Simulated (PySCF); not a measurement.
## Radial density of Sn (tin, neutral)

r2SCANh, [Kr] 4d10 5s1 5p3, high-spin 5S determinant (an excited configuration). All numbers are calculated (PySCF 2.14, scalar relativity by spin-free X2C-1e, in x2c-QZVPPall with one added diffuse shell each of s, p, d, f type (14s10p8d5f1g, 128 functions)).

```
r (bohr)  4πr²ρ (e/bohr)  4πr²(ρα − ρβ)
  0.0304           58.73         0.0169
  0.0511           59.99         0.0426
  0.0859           82.30         0.0447
   0.145           61.22        -0.0221
   0.243           66.77         0.1100
   0.409           36.95         0.0024
   0.688           22.53         0.2508
    1.16           13.84        -0.0023
    1.95           3.061         1.5674
    3.27           1.170         1.1394
    5.51          0.1259         0.1259
    9.26        0.001351         0.0013
```

Densities and radii are taken from the X2C orbitals without a picture-change correction, which distorts them close to the nucleus.

(1) Where is the radial spin density 4πr²(ρα − ρβ) most negative, and why is it negative at all?

Answers

(1) Around r = 0.145 bohr, down to -0.0221 e/bohr: exchange with the open shell polarises the paired shells in an unrestricted calculation.
